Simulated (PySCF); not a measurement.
**Magnetic susceptibility: SMILES Clc1nc(C=C)n(C)c1, C₆H₇ClN₂**

Geometry:
| atom | x (Å) | y (Å) | z (Å) |
| --- | --- | --- | --- |
| C1 | -2.183 | 1.611 | 0.700 |
| C2 | -1.548 | 0.535 | 0.248 |
| C3 | -0.111 | 0.448 | 0.183 |
| N4 | 0.725 | 1.401 | 0.553 |
| C5 | 1.959 | 0.916 | 0.330 |
| Cl6 | 3.361 | 1.820 | 0.670 |
| C7 | 1.897 | -0.355 | -0.185 |
| N8 | 0.567 | -0.645 | -0.276 |
| C9 | 0.013 | -1.877 | -0.764 |
| H10 | -1.627 | 2.467 | 1.039 |
| H11 | -3.257 | 1.660 | 0.742 |
| H12 | -2.094 | -0.333 | -0.096 |
| H13 | 2.667 | -1.037 | -0.478 |
| H14 | -0.585 | -2.364 | 0.010 |
| H15 | -0.618 | -1.695 | -1.637 |
| H16 | 0.825 | -2.542 | -1.051 |

The calculation used GIAO B97-2/pcSseg-1 magnetisability, rotational g tensor and spin-rotation constants, non-relativistic, gas phase (PySCF). Geometry: GFN2-xTB.

Task: What are the magnetisability and the molar susceptibility?

Result: Isotropic -1392 × 10⁻³⁰ J/T², or -83.8 × 10⁻⁶ cm³/mol; principal values -1822, -1222, -1132 × 10⁻³⁰ J/T², anisotropy 649 × 10⁻³⁰ J/T² (root of half the summed squared differences of the principal values). The susceptibility is in cgs units.

Task: Split it along the inertial axes a, b, c into diamagnetic and paramagnetic parts about the centre of mass, with the quadrupole moment.

Result: 
| axis | χ (10⁻⁶ cm³/mol) | diamagnetic (10⁻⁶ cm³/mol) | paramagnetic (10⁻⁶ cm³/mol) | summed x² of all electrons (Å²) | quadrupole Θ (D Å) |
| --- | --- | --- | --- | --- | --- |
| a | -72.3 | -640.6 | 568.4 | 288.3 | +2.35 |
| b | -69.5 | -1284.9 | 1215.4 | 136.4 | +6.20 |
| c | -109.7 | -1801.8 | 1692.1 | 14.6 | -8.54 |

Anisotropies 2χaa − χbb − χcc = +34.6 and 2χbb − χaa − χcc = +43.0 × 10⁻⁶ cm³/mol. Θ is traceless in Buckingham's convention.

Task: And the rotational g tensor?

Result: 
```
axis  rotational constant (GHz)        g  nuclear part  electronic part
   a                     2.3551  -0.0325        0.5963          -0.6289
   b                     0.9662  -0.0157        0.5361          -0.5517
   c                     0.6881  +0.0047        0.5517          -0.5470
```
Asymmetric top; isotopes 12C, 35Cl, 1H, 14N; no vibrational averaging.
